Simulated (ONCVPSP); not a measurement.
**Scattering properties, ONCV potential for B (Z = 5)**

- Element: boron (B)
- Generator: ONCVPSP 4.0.1
- Type: optimised norm-conserving Vanderbilt (ONCV)
- Functional: LDA (Perdew-Wang 92)
- Relativity: fully relativistic
- Frozen core: [He]
- Valence charge: 3
- Reference configuration: 2s2 (charge +1)
- Partial waves: 2s: rc 1.60 bohr, ncon 4, nbas 9, qcut 4.4 1/bohr, 1 projector; p scattering state at 0.05 Ha: rc 1.50 bohr, ncon 3, nbas 7, qcut 4.9 1/bohr, 2 projectors, debl 3.2 Ha; d scattering state at 0.11 Ha: rc 1.45 bohr, ncon 3, nbas 7, qcut 7.8 1/bohr, 1 projector
- Local potential: polynomial inside 0.95 bohr (lpopt 1, dvloc0 0 Ha)
- Core correction: none

Open shells are filled in proportion to 2j + 1.

The phase is arctan(r·R′/R) of the radial function R(r), unwrapped; energies in Ha, scanned from -2 to 5 Ha. A pole is an energy at which the radial function vanishes at the test radius. The pseudo phase is shifted by a multiple of π to meet the all-electron one at the reference energy, and phase errors are pseudo minus all-electron; the curves can meet again beyond the range given. Levels narrower than the energy grid can be missing from the lists of poles.

For each channel, where are the poles, and over which energies does the pseudopotential scatter like the atom?

| channel | radius (bohr) | reference energy (Ha) | poles, all-electron | poles, pseudo | unbroken range about the reference energy with phases within 0.05 rad | phase error 1 Ha above the reference energy (rad) |
| --- | --- | --- | --- | --- | --- | --- |
| s | 1.63 | -0.71 | 1.07 | 0.91, 4.87 | below 1.3 | -0.010 |
| p3/2 | 1.52 | 0.05 | 1.02 | 1.02 | the whole range | -0.000 |
| p1/2 | 1.52 | 0.05 | 1.02 | 1.02 | the whole range | +0.000 |
| d5/2 | 1.47 | 0.11 | 4.99 | none | the whole range | +0.001 |
| d3/2 | 1.47 | 0.11 | 4.99 | none | the whole range | +0.001 |

Phases in the d5/2 channel:

```json
{"E (Ha)": "-1.98", "all-electron": "1.144", "pseudo": "1.144"}
{"E (Ha)": "-1.62", "all-electron": "1.102", "pseudo": "1.102"}
{"E (Ha)": "-1.26", "all-electron": "1.047", "pseudo": "1.047"}
{"E (Ha)": "-0.90", "all-electron": "0.976", "pseudo": "0.976"}
{"E (Ha)": "-0.54", "all-electron": "0.877", "pseudo": "0.877"}
{"E (Ha)": "-0.18", "all-electron": "0.737", "pseudo": "0.737"}
{"E (Ha)": "0.18", "all-electron": "0.530", "pseudo": "0.530"}
{"E (Ha)": "0.54", "all-electron": "0.230", "pseudo": "0.230"}
{"E (Ha)": "0.90", "all-electron": "-0.155", "pseudo": "-0.155"}
{"E (Ha)": "1.26", "all-electron": "-0.538", "pseudo": "-0.537"}
{"E (Ha)": "1.62", "all-electron": "-0.833", "pseudo": "-0.832"}
{"E (Ha)": "1.98", "all-electron": "-1.036", "pseudo": "-1.035"}
{"E (Ha)": "2.34", "all-electron": "-1.175", "pseudo": "-1.174"}
{"E (Ha)": "2.70", "all-electron": "-1.274", "pseudo": "-1.273"}
{"E (Ha)": "3.06", "all-electron": "-1.348", "pseudo": "-1.347"}
{"E (Ha)": "3.42", "all-electron": "-1.406", "pseudo": "-1.404"}
{"E (Ha)": "3.78", "all-electron": "-1.453", "pseudo": "-1.451"}
{"E (Ha)": "4.14", "all-electron": "-1.493", "pseudo": "-1.490"}
{"E (Ha)": "4.50", "all-electron": "-1.528", "pseudo": "-1.524"}
{"E (Ha)": "4.86", "all-electron": "-1.560", "pseudo": "-1.556"}
```
